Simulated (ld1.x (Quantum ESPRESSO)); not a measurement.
# technetium (Tc): one change to a TM potential, before and after

Tc, norm-conserving Troullier–Martins (Kleinman–Bylander form), made with ld1.x (Quantum ESPRESSO) 7.5 (PBE, scalar-relativistic). Core [Kr], reference 4d5 5s2 5p0. Waves: 5s (bound): rc 2.30 bohr; 4d (bound): rc 2.30 bohr; 5p (bound, empty): rc 2.95 bohr. Local part: the p channel. Core correction: a·sin(br)/r model core, default radius (core density twice the valence density).

All-electron outer shells of the reference configuration (PBE, scalar-relativistic, ld1.x):

```csv
shell,level (eV),outermost node (bohr),outermost maximum (bohr)
4s,-73.38,0.50,0.95
4p,-45.34,0.51,1.03
4d,-6.66,0.50,1.27
5s,-5.04,1.28,2.72
5p,-1.40,1.45,3.67
```

Change: wave 5p (bound): rc 2.95 bohr becomes 5p (bound): rc 2.76 bohr.

Cutoffs: the cutoffs (Ry, on a coarse ladder) from which the occupation-weighted sum of valence levels, in a spherical-Bessel basis at the reference potential, stays within 10 and 1 mRy of its value at 400 Ry; they do not see the model core or the augmentation charge, which bear on the density cutoff. Errors are all-electron minus pseudo energies relative to the spin-unpolarised reference configuration.

Question: How do hardness, ghosts and transferability respond?

Answer: The potential gets neither clearly harder nor softer (35 Ry and 45 Ry → 35 Ry and 45 Ry); of the 7 tests that both files solve, the error grows in 0 and shrinks in 3 by more than 15 % and 0.3 meV (median size 54.7 → 53.9 meV); neither file shows a bound ghost. Less of the atom is replaced, so other configurations are described better.

```csv
quantity,base,changed
"cutoff, loose",35 Ry,35 Ry
"cutoff, tight",45 Ry,45 Ry
bound ghosts,none,none
"error for 4d5 5s1 5p0, meV [ΔE 8.15 eV]",-6.6,-0.1
"error for 4d5 5s0 5p0, meV [ΔE 23.00 eV]",-55,-54
"error for 4d4 5s0 5p0, meV [ΔE 51.71 eV]",-343,-343
"error for 4d5 5s0 5p1, meV [ΔE 12.74 eV]",-18,-15
"error for 4d4 5s2 5p0, meV [ΔE 11.64 eV]",-97,+72
"error for 4d5 5s0 5p2, meV [ΔE 7.71 eV]",-14,-12
"error for 4d6 5s0 5p0, meV [ΔE 6.17 eV]",-181,-182
```
